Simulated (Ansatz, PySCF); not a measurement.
Process, species as SMILES: CC(=O)C(C)=O -> [CH3] (CH3) + CC(=O)[C]=O (the C-C bond at the site shown breaks; other sites are not compared here)
Geometries: B3LYP-D3(BJ)/def2-TZVP minima from Ansatz (a first-principles code), one conformer each, not searched for the lowest. Frequencies are from Ansatz or PySCF.

Quantity: bond dissociation energy (0 K, with B3LYP-D3(BJ) harmonic zero-point energies), in eV. Cores are frozen in the correlated levels unless marked. Open shells are spin-unrestricted. No spin-orbit coupling. No relativistic terms. CBS marks a two-point X^-3 extrapolation of the correlation energy; Hartree-Fock from the larger set. [CCSD(T)-MP2]/basis is that difference in the basis named.

```
level                                                     program  bond dissociation energy (eV)
-------------------------------------------------  --------------  -----------------------------
revPBE-D3(BJ)/def2-TZVPD                           Ansatz + dftd3                           3.14
revPBE/def2-TZVPD                                          Ansatz                           2.95
BHLYP-D4/def2-TZVPD                                Ansatz + dftd4                           3.39
HSE06-D3(BJ)/def2-TZVPD                            Ansatz + dftd3                           3.41
CAM-B3LYP-D4/def2-TZVPD                            Ansatz + dftd4                           3.46
B2GP-PLYP-D4/def2-TZVPD                            Ansatz + dftd4                           3.53
MP2/6-31G                                                  Ansatz                           3.93
SCS-MP2/cc-pVTZ                                            Ansatz                           4.01
CCSD/6-31G*                                                Ansatz                           3.73
RI-MP2/CBS(cc-pVTZ,cc-pVQZ)+[CCSD(T)-MP2]/cc-pVTZ          Ansatz                           3.73
```
